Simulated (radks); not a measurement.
Problem. Excited configurations of the fluorine ion F7+: one electron is placed in a higher orbital outside 1s1. The ground configuration is [He]. Method: Dirac Kohn-Sham, PBE, spin-unpolarised, spherical densities, point nucleus; open shells are shared between the two j in proportion to 2j + 1; computed with a radial shooting solver on a logarithmic mesh with Libxc functionals. Excitation = E - E(ground); binding = E(ion) - E, where the ion is the core of charge +8; n* = 8/sqrt(2 binding) in atomic units. These energies are relativistic, and a one-electron ion of charge +8 with no core already has n* below n in this formula (Dirac formula, point nucleus, mean over j: 2p 2.000, 4p 3.999, 4d 4.000, 4f 4.000, 5s 4.999, 6f 6.000). The quantum defect is therefore taken as that value minus n*, so that it holds no relativistic shift of the bare ion. Eigenvalue and <r> are those of j = l + 1/2.

| outer orbital | excitation (eV) | binding (eV) | n* | quantum defect | eigenvalue (eV) | <r> (bohr) |
|---|---|---|---|---|---|---|
| 4p | 909.68 | 55.594 | 3.958 | 0.042 | -52.433 | 2.819 |
| 4d | 910.61 | 54.666 | 3.991 | 0.009 | -51.232 | 2.613 |
| 4f | 911.27 | 54.002 | 4.016 | -0.016 | -49.976 | 2.260 |
| 5s | 929.19 | 36.086 | 4.912 | 0.086 | -34.224 | 4.541 |
| 6f | 940.84 | 24.436 | 5.969 | 0.030 | -23.053 | 5.965 |

Estimate the row for 2p.

Solution. excitation (eV) 746.08; binding (eV) 219.19; n* 1.993; quantum defect 0.006; eigenvalue (eV) -202.10; <r> (bohr) 0.6183. The Delta-SCF ionisation energy is 965.27 eV (NIST Atomic Spectra Database: 953.90 eV, theoretical). Self-interaction in the functional shifts the binding energies and quantum defects, so they are the method's values and not measured ones. Spin polarisation and multiplet splitting are left out, so open shells lie too high by an amount that depends on their filling.

Beside tabulated values, note that spin-unpolarised runs miss the spin-polarisation part of the exchange energy of open shells.
